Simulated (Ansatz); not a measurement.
LuCl3(NH3) in a box, plane waves

Ansatz 0.2.0, DFT PBE, spin-orbit coupling, plane waves, PAW, molecule in a box. The geometry was relaxed with Gaussian bases (r2SCAN; Lu lcecp-1-SVP with ECP60, Cl def2-SVP, N def2-SVP, H def2-SVP).

```yaml
crystal:
  lattice:
    - [12.11, 0.0, 0.0]
    - [0.0, 12.11, 0.0]
    - [0.0, 0.0, 12.11]
  atoms:
    - { symbol: Lu, position: [0.53562841, 0.46433113, 0.53562841] }
    - { symbol: Cl, position: [0.62836581, 0.61776053, 0.62836581] }
    - { symbol: Cl, position: [0.38219901, 0.37159372, 0.62836581] }
    - { symbol: Cl, position: [0.62836581, 0.37159372, 0.38219901] }
    - { symbol: "N", position: [0.42207597, 0.57788357, 0.42207597] }
    - { symbol: H, position: [0.37159372, 0.62836581, 0.4674327] }
    - { symbol: H, position: [0.4674327, 0.62836581, 0.37159372] }
    - { symbol: H, position: [0.37159372, 0.53252684, 0.37159372] }
basis:
  ecutwfc: 420
  ecutrho_ratio: 4
kpoints:
  mp_grid: { grid: [1, 1, 1] }
hamiltonian:
  xc: pbe
scf:
  occupations: { method: gaussian, width: 0.01 }
output:
  forces: true
  eigenvalues: true
  populations: true
  hubbard: { sites: [{ species: Lu, l: f }] }
  write_density: true
  write_potential: true
  elf: true
  volumetric_format: npy
magnetization:
  noncollinear: true
  spin_orbit: true
```

Command:
```sh
ansatz run input.yaml --threads 2 --pin off --max-ram 5120MiB --backend cpu --events-out ev --progress --plain --runs-dir out
```
It took 22 s on 2 threads of Arm Neoverse V2, with other jobs on the host, peak memory 2.4 GiB.

(1) How does the SCF go?

(2) Which levels lie next to the highest filled one (eV, counted from it)?

(3) How is the f shell of Lu1 filled?

(4) What forces are left at this geometry, relaxed with Gaussian bases (eV/Å)?

The highest of the empty levels listed lie near the vacuum level and may be states of the box.

The forces come from the other functional as well as from the basis.

No frequency check is given that shows the relaxed geometry to be a minimum. An lcecp potential fixes the number of 4f electrons, so in runs with it no electron can move into or out of that shell.

Results:

(1) 
```
SCF iter   1: F=—  HF=-18432.530715 eV  |F-HF|=—  |Δ(HF+E_count)|=         —  Δρ=2.16e-2
preconditioner: auto → Resta (q_TF=auto, 1.524 Å⁻¹)  ε∞=1.3  [insulator: Δε(μ)=6.333 eV  Ē_g=10.534 eV  σ=0.010 eV  W_gap=1.00  n_
spin=Noncollinear: Resta preconditioning applied to the charge; magnetization (m_x, m_y, m_z) channels mix plain (no charge-respon
SCF iter   2: F=—  HF=-18429.495874 eV  |F-HF|=—  |Δ(HF+E_count)|=    3.03e0  Δρ=9.91e-3
SCF iter   3: F=—  HF=-18429.053076 eV  |F-HF|=—  |Δ(HF+E_count)|=   4.43e-1  Δρ=4.88e-3
...
SCF iter   5: F=—  HF=-18429.017422 eV  |F-HF|=—  |Δ(HF+E_count)|=   5.38e-3  Δρ=3.39e-4
SCF iter   6: F=—  HF=-18429.016710 eV  |F-HF|=—  |Δ(HF+E_count)|=   7.13e-4  Δρ=1.32e-4
SCF iter   7: F=—  HF=-18429.016803 eV  |F-HF|=—  |Δ(HF+E_count)|=   9.38e-5  Δρ=4.89e-5
SCF iter   8: F=—  HF=-18429.017143 eV  |F-HF|=—  |Δ(HF+E_count)|=   3.40e-4  Δρ=7.83e-6
SCF iter   9: F=-18429.017144 eV  HF=-18429.017144 eV  |F-HF|=1.62e-8  |Δ(HF+E_count)|=   5.52e-7  Δρ=2.14e-6
```

(2) Filled: -0.45, -0.45, -0.36, -0.36, -0.29, -0.29, -0.27, -0.27, 0.00, 0.00. Empty: 5.11, 5.11, 5.71, 5.71, 5.85, 5.85, 6.00, 6.00.

(3) Natural occupations, full = 1; spinor: 1.00, 1.00, 1.00, 1.00, 1.00, 1.00, 1.00, 1.00, 1.00, 1.00, 1.00, 1.00, 1.00, 1.00; in all 13.99 e. Spin moment (0.00, 0.00, 0.00) μB, orbital moment (0.00, 0.00, 0.00) μB.

(4) 
```
Lu  -0.10  0.10 -0.10
Cl  -0.12 -0.25 -0.12
Cl   0.25  0.12 -0.12
Cl  -0.12  0.12  0.25
N    0.02 -0.02  0.02
H    0.01 -0.01  0.02
H    0.02 -0.01  0.01
H    0.01 -0.02  0.01
```
